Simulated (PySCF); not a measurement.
An equivalent PySCF input for Ne²⁺ (neon, charge +2), [He] 2s2 2p4, high-spin 3P determinant, with no relativity, point nucleus:

```python
from pyscf import gto, scf, dft, mp, cc
import basis_set_exchange as bse
mol = gto.M(atom="Ne 0 0 0", charge=2, spin=2, symmetry="D2h",
            basis=gto.basis.parse(bse.get_basis("aug-cc-pwCVQZ", elements=["Ne"], fmt="nwchem")))
mf = dft.UKS(mol, xc="HYB_MGGA_XC_R2SCAN0")
mf.irrep_nelec = {'Ag': (2, 2), 'B1u': (1, 0), 'B2u': (1, 1), 'B3u': (1, 0)}
mf.kernel()
```

It reaches the same state as the run whose output follows, with an energy that differs only through the grid. The run itself started from symmetry-adapted Hartree-Fock orbitals and held the occupation by maximum overlap, on a logarithmic radial grid, so the iterations belong to that start.

```
SCF conv_tol = 1e-09
number electrons alpha = 5  beta = 3
XC functionals = HYB_MGGA_XC_R2SCAN0
    M. Bursch, H. Neugebauer, S. Ehlert, and S. Grimme.,  J. Chem. Phys. 156, 134105 (2022)
cycle= 1 E= -126.630161788932  delta_E= -0.00577  |g|= 0.0197  |ddm|= 0.249
cycle= 2 E= -126.630220985898  delta_E= -5.92e-05  |g|= 0.0027  |ddm|= 0.0135
cycle= 3 E= -126.630222276817  delta_E= -1.29e-06  |g|= 0.000714  |ddm|= 0.00252
cycle= 4 E= -126.63022235273  delta_E= -7.59e-08  |g|= 5.68e-05  |ddm|= 0.000761
cycle= 5 E= -126.630222353765  delta_E= -1.04e-09  |g|= 6.68e-06  |ddm|= 8.69e-05
cycle= 6 E= -126.63022235378  delta_E= -1.43e-11  |g|= 2.48e-07  |ddm|= 1.3e-05
converged SCF energy = -126.63022235378  <S^2> = 2.0025297  2S+1 = 3.001686
```
